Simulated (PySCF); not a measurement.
## F4GeH6P2: core ionisation energies

trans-Ge(PH3)2F4.
Bonds: Ge1–P2, Ge1–P6, Ge1–F10, Ge1–F11, Ge1–F12, Ge1–F13. Hydrogens: H3, H4, H5 on P2; H7, H8, H9 on P6.

Computed with PySCF, delta-SCF UKS SCAN, pcX-2 on the ionised atom, pcseg-1 elsewhere, spin-free X2C. These are vertical core ionisation energies against the vacuum level, from separate self-consistent calculations with and without the core hole.

Give the core binding energies atom by atom.

```json
{"atom(s)": "P2/P6", "bonded to": "3 H and Ge", "level": "P 2p3/2", "binding energy (eV)": "138.22", "2p1/2 (eV)": "139.11", "count": "2"}
{"atom(s)": "F10/F11/F12/F13", "bonded to": "Ge", "level": "F 1s", "binding energy (eV)": "690.10", "2p1/2 (eV)": "–", "count": "4"}
{"atom(s)": "P2/P6", "bonded to": "3 H and Ge", "level": "P 1s", "binding energy (eV)": "2151.79", "2p1/2 (eV)": "–", "count": "2"}
```

Which photon energy gives electrons from P 2p3/2 of P2/P6 a kinetic energy of 100 eV, and what is their de Broglie wavelength?

hν = 138.22 + 100 = 238.22 eV, recoil neglected; λ = 12.264 Å/√(E/eV) = 1.23 Å.

Give the binding energy of P 2p3/2 of P2/P6 in hartree and in kJ/mol.

138.22 eV = 5.0795 Eh = 13336 kJ/mol.

One atom of each set of topologically equivalent atoms was ionised and stands for the set; in this conformer not all members are related by symmetry, and their own values weren't computed. The 2p values aren't plain energy differences: one relaxed spin-free 2p hole is combined with a matrix within the shell (ground-state 2p orbital-energy differences and spin–orbit coupling). 2p3/2, the mean of its two sublevels, lies a third of the splitting below the shell's mean and 2p1/2 two thirds above it; the statistical areas are 2:1. 2p1/2 minus 2p3/2 (ligand field included): P 0.89 eV. No level of germanium is listed. Isolated species at its PBE0-D3(BJ)/def2-SVP geometry, gas phase.
